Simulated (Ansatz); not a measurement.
Cost and result up the ladder for the cluster Ga2P3 (5 atoms). The state is a doublet with charge 0. Geometry: PBE-D4/def2-SVP.

```xyz
5

Ga    0.212   -2.057    2.361
Ga   -0.155    0.861   -0.985
P     1.154   -0.571    0.579
P    -0.208    2.301   -2.632
P    -1.004   -0.534    0.676
```

Ansatz on 4 threads of Arm Neoverse N1 on a shared host. Times are rough, and most runs start from the orbitals of an earlier one. PBE0-D4/def2-TZVP serves as the yardstick here, not as an exact answer. Binding counts from free atoms at the same level (Ga doublet, P quartet; other spins of the atoms weren't run), without zero-point energy or a counterpoise term.

HSE06 is defined as in plane-wave codes, on full-range PBE exchange. Another isomer (doublet) lies 2.42 eV lower at PBE0-D4/def2-TZVP; other spin states weren't run for this one.

Run but left out: CCSD(T)/def2-SVP (⟨S²⟩ 1.55, where a pure state has 0.75).

| level | functions | wall time |
| --- | --- | --- |
| PBE-D4/def2-TZVP (with forces) | 207 | 11 s |
| r2SCAN-D4/def2-TZVP | 207 | 28 s |
| HSE06-D4/def2-TZVP | 207 | 29 s |
| PBE0-D4/def2-TZVP | 207 | 29 s |
| BHLYP-D4/def2-TZVP | 207 | 33 s |

(1) Estimate what each level gives for the binding energy per atom (eV).

## Answers

(1) 
```tsv
level	binding energy per atom (eV)	difference from PBE0-D4/def2-TZVP (eV)	remarks
PBE-D4/def2-TZVP (with forces)	2.33	0.17	spin-contaminated (⟨S²⟩ 0.93)
r2SCAN-D4/def2-TZVP	2.19	0.04	spin-contaminated (⟨S²⟩ 0.98)
HSE06-D4/def2-TZVP	2.17	0.01	spin-contaminated (⟨S²⟩ 0.83)
PBE0-D4/def2-TZVP	2.16	0.00	–
BHLYP-D4/def2-TZVP	1.92	-0.23	–
```
